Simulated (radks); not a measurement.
C III, 4 electrons, occupied as [He] 3d2 (not the ground configuration). All-electron calculation, scalar-relativistic Kohn-Sham, Wu-Cohen GGA, spin-unpolarised, spherical densities, point nucleus. Program: a radial shooting solver on a logarithmic mesh with Libxc functionals.

Unscreened Slater integrals over Kohn-Sham orbitals (hartree).

\begin{tabular}{lr}
integral & value \\ \hline
F0(3d,3d) & 0.31027 \\
F2(3d,3d) & 0.16158 \\
F4(3d,3d) & 0.10485 \\
F0(3d,1s) & 0.40430 \\
G2(3d,1s) & 0.0010340 \\
F0(1s,1s) & 3.5132 \\
\end{tabular}

Derived for the open shells (J is the average intra-shell exchange parameter used in DFT+U). 3d: Racah B = F2/49 - 5 F4/441 = 0.002109 hartree, C = 35 F4/441 = 0.008321 hartree, C/B = 3.95, F4/F2 = 0.649, J = (F2 + F4)/14 = 0.01903 hartree.
